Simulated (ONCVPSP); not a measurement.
Potentials for sulfur (S) compared

Generated with ld1.x 7.5 (TM, RRKJ, ultrasoft, PAW), atompaw 4.2 or ONCVPSP 4.0.1. The cutoff is in Ry: for ld1.x and atompaw files where the sum of valence levels is converged to 10 mRy in a Bessel basis, for ONCV files where the hardest occupied wave has 1 mHa per electron of residual kinetic energy. The error is the largest all-electron minus pseudo excitation energy over each file’s own four to seven test configurations (ionisations up to +4, promotions, holes and added fractions of an electron), all of which were solved. The labels leave out finer settings (local radius, basis sizes, second energies), which also bear on the numbers. Spin-polarised tests are not counted. The rows are a selection from randomly drawn settings: files with unsolved tests, undetermined cutoffs or missed reference levels are left out.

A true bound ghost makes a file unfit for plane-wave use even where its test errors are small: the radial tests pick states by their node count and pass the ghost by.

```csv
potential,cutoff (Ry),largest error (meV),bound ghosts
"ONCV, PBE, fully relativistic, rc 0.70/0.65/0.65 (spd), local d, core correction yes, reference 2s2 2p6 3s2 3p4, qcut 13.3/19.5/16.2, projectors 2/2/0",331,+14,none
"ONCV, LDA (Perdew-Wang 92), scalar-relativistic, rc 0.95/0.75/0.90 (spd), local smoothed, core correction yes, reference 2s2 2p6 3s2 3p4, qcut 15.3/21.2/12.4, projectors 2/2/2",323,+9.9,none
"ONCV, PBEsol, non-relativistic, rc 1.10/1.55 (sp), local smoothed, core correction yes, reference 3s2 3p1, qcut 7.3/4.2, projectors 2/3",95,+21,s
"ONCV, PBE, scalar-relativistic, rc 1.10/1.40 (sp), local smoothed, core correction no, reference 3s2 3p2, qcut 7.4/5.8, projectors 1/2",84,+25,none
"ONCV, PBE, scalar-relativistic, rc 0.90/0.60/0.70 (spd), local smoothed, core correction no, reference 2s2 2p6 3s2 3p2, qcut 11.7/19.5/12.3, projectors 2/2/3",362,+11,d
"ONCV, PBE, scalar-relativistic, rc 1.10/1.45/1.20 (spd), local smoothed, core correction no, reference 3s2 3p3, qcut 7.4/5.5/7.5, projectors 2/1/3",81,+35,"s, d"
```

Task: Fill in the row for S: ONCV, PBE, scalar-relativistic, rc 0.85/0.70/0.65 (spd), local smoothed, core correction yes, reference 2s2 2p6 3s2 3p3, qcut 16.9/22/16.1, projectors 2/2/2.

Result: cutoff 384 Ry, largest error +4.4 meV, bound ghosts: none.

Task: Fill in the row for S: ONCV, PBEsol, scalar-relativistic, rc 1.35/1.55/1.45 (spd), local smoothed, core correction yes, reference 3s2 3p4, qcut 4.6/6/6.9, projectors 1/2/2.

Result: cutoff 36 Ry, largest error +65 meV, bound ghosts: none.
